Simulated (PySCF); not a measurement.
YOBr, SMILES [O]=[Y][Br].

Geometry: PBE-D3(BJ)/def2-TZVP. The def2 effective core potentials stand for the cores of Y; spin–orbit coupling is left out.

Calculation: TDA-PBE/def2-SVPD (PySCF).

Vertical excitations.  State labels are in the subgroup Cs.

Q: Give excitation energies, oscillator strengths and character. (Estimate from the structure and the level; the computed values follow.)

A: 
```csv
state,symmetry,energy (eV),λ (nm),f,main pairs
S1,A',2.64,470,0.000,HOMO→LUMO 100 %
S2,A',3.06,405,0.011,HOMO−1→LUMO 99 %
S3,A",3.15,393,0.008,HOMO−2→LUMO 100 %
S4,A",3.43,362,0.005,HOMO−3→LUMO 100 %
S5,A',3.45,360,0.006,HOMO−4→LUMO 100 %
S6,A",3.74,332,0.000,HOMO→LUMO+1 100 %
S7,A',3.76,330,0.001,HOMO→LUMO+2 99 %
S8,A",4.13,300,0.000,"HOMO−1→LUMO+1 84 %, HOMO−2→LUMO+2 15 %"
S9,A',4.15,299,0.002,"HOMO−1→LUMO+2 74 %, HOMO−2→LUMO+1 24 %"
S10,A',4.19,296,0.038,HOMO−5→LUMO 93 %
T1,A',2.54,488,0,HOMO→LUMO 100 %
T2,A',2.91,426,0,HOMO−1→LUMO 99 %
T3,A",3.04,408,0,HOMO−2→LUMO 98 %
T4,A",3.36,369,0,HOMO−3→LUMO 99 %
```
Triplets are in the Tamm–Dancoff approximation.
